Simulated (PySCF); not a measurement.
Species: bromobenzene, C₆H₅Br.
Atom-mapped SMILES: `[Br:1][c:2]1[cH:3][cH:4][cH:5][cH:6][cH:7]1` (hydrogens: H8 on C3; H9 on C4; H10 on C5; H11 on C6; H12 on C7)

Computed, not measured: PBE0-D3(BJ)/def2-SVP geometry optimisation, gas phase in PySCF 2.14.0.

(1) Give the optimised bond lengths and angles.

Results:

(1) 
| bond | length (Å) | order |
| --- | --- | --- |
| Br1–C2 | 1.889 | single |
| C2–C3, C2–C7 | 1.394 | aromatic |
| C3–C4, C6–C7 | 1.394 | aromatic |
| C4–C5, C5–C6 | 1.394 | aromatic |
| C3–H8, C7–H12 | 1.091 | single |
| C4–H9, C6–H11 | 1.093 | single |
| C5–H10 | 1.092 | single |

Bonds in one row agree within 0.01 Å and their mean is given. Orders are formal, as drawn. A selection of angles:
| angle | degrees |
| --- | --- |
| Br1–C2–C3 | 119.4 |
| C3–C2–C7 | 121.1 |
| C2–C3–C4 | 119.1 |
| C2–C3–H8 | 120.1 |
| C4–C3–H8 | 120.9 |
| C3–C4–C5 | 120.5 |
| C3–C4–H9 | 119.3 |
| C5–C4–H9 | 120.2 |
| C4–C5–C6 | 119.8 |
| C4–C5–H10 | 120.1 |

The 6-membered ring C2–C3–C4–C5–C6–C7 has internal angles of 119.1° to 121.1°; it is planar, 0.00 Å rms from its mean plane, widest ring torsion 0°. All 6 C–C bonds measure 1.394 Å. The 7 heavy atoms lie in one plane (0.000 Å rms).

Point group: C2v (every atom within 0.08 Å of its image). Stationary, but not proved a minimum.
